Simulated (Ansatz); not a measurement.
`CO[SiH2]CN` → CH₃NH₂ + `CO[SiH]`  (silylene formation by 1,1-elimination)

Program: Ansatz. Geometries: PBE0-D4/def2-TZVP. ΔE: electronic, gas phase. CBS: MP2 limit from def2 TZ/QZ plus the TZ coupled-cluster correction, frozen cores. DFT in def2-TZVPP. Each species was taken in one conformer, which may not be the lowest.

```tsv
level	ΔE (kcal/mol)	difference from CCSD(T)/CBS
PBE0-D4	42.7	1.7
B2PLYP	38.3	-2.7
PBE	36.8	-4.2
r2SCAN	43.3	2.3
PBE0	40.5	-0.5
SCS-MP2/def2-TZVPP	40.9	-0.1
HF/def2-QZVPP	38.1	-2.9
SCS-MP2/def2-QZVPP	41.8	0.8
HF/CBS(def2)	38.1	-2.9
MP2/CBS(def2)	44.7	3.7
CCSD(T)/CBS	41.0	0
```

Largest T1 diagnostic among the species: 0.015.

In def2-TZVPP, CCSD(T) changes the Hartree–Fock value by +1.6 kcal/mol (the triples alone add +0.4 kcal/mol) and MP2 by +5.3 kcal/mol. From PBE to PBE0 (25 % exact exchange), in def2-TZVPP and without D4, ΔE moves by +3.7 kcal/mol.
